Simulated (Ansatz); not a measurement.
Reaction (atomization): `C[NH][AlH][SH]` → Al• + C• + 6 H• + N• + S•

Program: Ansatz. Geometries: PBE0-D4/def2-TZVP. ΔE: electronic, gas phase. CCSD(T)/CBS is the MP2 limit (def2-TZVPP, def2-QZVPP) plus CCSD(T) − MP2 in def2-TZVPP, frozen cores. This one scheme is used for every species, atoms too. DFT in def2-TZVPP. HSE06 is defined as in plane-wave codes. Open shells (•) are unrestricted, without spin–orbit coupling. Spin–orbit coupling would lower the free atoms: a little for Al, C, S. Each species was taken in one conformer, which may not be the lowest.

`C[NH][AlH][SH]`:

Z-matrix (Å, degrees):
```
C
N 1 1.445
H 1 1.096 2 112.4
H 1 1.096 2 112.3 3 -121.7
H 1 1.092 2 110.2 3 119.2
Al 2 1.766 1 131.3 3 -118.3
H 2 1.010 1 111.7 3 61.6
S 6 2.189 2 121.3 1 0.3
H 6 1.576 2 119.4 1 -179.7
H 8 1.344 6 94.3 2 0.5
```

```json
{"level": "PBE-D4", "ΔE (eV)": "35.21"}
{"level": "PBE0-D4", "ΔE (eV)": "34.71"}
{"level": "r2SCAN", "ΔE (eV)": "34.78"}
{"level": "HSE06", "ΔE (eV)": "34.58"}
{"level": "HF/def2-TZVPP", "ΔE (eV)": "25.07"}
{"level": "SCS-MP2/def2-TZVPP", "ΔE (eV)": "34.26"}
{"level": "CCSD/def2-TZVPP", "ΔE (eV)": "33.39"}
{"level": "CCSD/CBS(def2)", "ΔE (eV)": "34.39"}
```

(1) What does CCSD(T)/CBS give? (Estimate.)

Largest T1 diagnostic among the species: 0.018.

Answers

(1) Computed: +34.87 eV. The listed levels differ from it by 0.34, -0.16, -0.09, -0.29, -9.80, -0.61, -1.48, -0.48 eV.

From PBE to PBE0 (25 % exact exchange), in def2-TZVPP and without D4, ΔE moves by −0.47 eV: exact exchange takes away binding that semilocal exchange gives to molecules. At CCSD(T), def2-SVP lies −2.24 eV from the extrapolated value and def2-TZVPP −1.01 eV: correlation converges slowly with the basis, and small sets miss more of it in the bonded molecule than in its fragments.

For atomizations the MP2-based limit and the directly extrapolated one differ by several kJ/mol either way, and by 10 to 25 for some Ge, Se and Sn compounds, so smaller differences from it don't rank the levels.
